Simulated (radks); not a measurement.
Valence configurations of the chlorine ion Cl3+ (all share [Ne]). All-electron calculation, Dirac Kohn-Sham, PBE, spin-unpolarised, spherical densities, point nucleus; open shells fill j = l - 1/2 first. Program: a radial shooting solver on a logarithmic mesh with Libxc functionals. Energies are relative to 3s2 3p2; eigenvalues in eV.

\begin{tabular}{lrrrr}
valence & E (eV) & e(3p1/2) & e(3p3/2) & e(3s1/2) \\ \hline
3s2 3p2 & 0.000 & -45.205 & - & -58.842 \\
3s1 3p3 & 13.841 & -45.716 & -45.530 & -59.390 \\
3p4 & 27.719 & -46.211 & -46.023 & - \\
3s1.5 3p2.5 & 6.916 & -45.463 & -45.277 & -59.119 \\
3s0.5 3p3.5 & 20.776 & -45.965 & -45.779 & -59.657 \\
\end{tabular}

NIST lists [Ne] 3s2 3p2 as the ground configuration; this level of theory agrees among the configurations tried. The energies are those of spherical spin-averaged densities, not of single terms.
